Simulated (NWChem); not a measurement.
System: Si₂H₃ClF₂; SMILES F[Si](F)([SiH3])Cl

Computed with NWChem. Pople sets run with spherical d functions. Each level has its own optimisation; frequencies are unscaled.

For level B3LYP/3-21G:

```yaml
r F–Si (Å): 1.642
r Cl–Si (Å): 2.161
highest harmonic frequency (cm⁻¹): 2251
zero-point energy (kcal/mol): 20.6
dipole (D): 3.40
```

How do the values read with level Hartree-Fock/6-31G* instead?

The r F–Si (Å) is 1.583, the r Cl–Si (Å) is 2.044 and the highest harmonic frequency (cm⁻¹) is 2402. The zero-point energy (kcal/mol) comes out as 22.5. The dipole (D) is 2.42.
